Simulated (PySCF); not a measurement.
GeH3, SMILES [GeH3] (connectivity only; charge and spin as stated), charge +1, multiplicity 1.

Coordinates come from a r2SCAN-D4/def2-TZVPD optimisation. The spin state was assumed, not searched. The isomer is the one that the SMILES or the coordinates give; other isomers of the formula were not compared.

Calculation: ωB97X/def2-TZVPD in PySCF.

Symmetry labels are those of the subgroup C2v that the program uses (full group D3h).

Computed valence orbital energies around the gap with their symmetry:
| orbital | symmetry | energy (eV) |
|---|---|---|
| HOMO−7 | A1 | -44.83 |
| HOMO−6 | A2 | -44.66 |
| HOMO−5 | B2 | -44.66 |
| HOMO−4 | A1 | -44.33 |
| HOMO−3 | B1 | -44.33 |
| HOMO−2 | A1 | -25.81 |
| HOMO−1 | A1 | -19.76 |
| HOMO | B1 | -19.76 |
| LUMO | B2 | -7.87 |
| LUMO+1 | A1 | -4.14 |
| LUMO+2 | B1 | -2.59 |
| LUMO+3 | A1 | -2.59 |
